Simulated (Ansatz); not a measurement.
Species: SiP₂H₆, charge 0, singlet. SiP2H6 (phosphanylsilylphosphane, SMILES P[SiH2]P).
B3LYP-D3(BJ)/def2-TZVP minimum from Ansatz (a program for electronic structure):
```
Si
H 1 1.4832
H 1 1.4832 2 108.38
P 1 2.2676 2 107.32 3 115.62
H 4 1.4191 1 94.17 2 168.86
H 4 1.4191 5 93.71 1 94.47
P 1 2.2676 2 107.32 3 -115.62
H 7 1.4191 1 94.17 2 -168.86
H 7 1.4191 8 93.71 1 -94.47
```
Charge 0, spin multiplicity 1.

Total energies in cc-pV(D+d)Z, 20 correlated electrons, 15 frozen orbitals. UHF or UKS for unpaired electrons; spin-orbit terms are left out. Correlated methods leave the cores frozen. No relativity.

```tsv
method	program	energy (Eh)	minus CCSDT(Q) (mEh)
HF	Ansatz	-973.91852	432.83
MP2	Ansatz	-974.27136	79.99
CCSD	Ansatz	-974.33602	15.34
CCSD(T)	Ansatz	-974.34890	2.45
CCSDT(Q)	Ansatz	-974.35135	0.00
```

Rough core times of Ansatz's runs on a shared machine: CCSD(T) under 20 s, CCSDT(Q) 9 min.
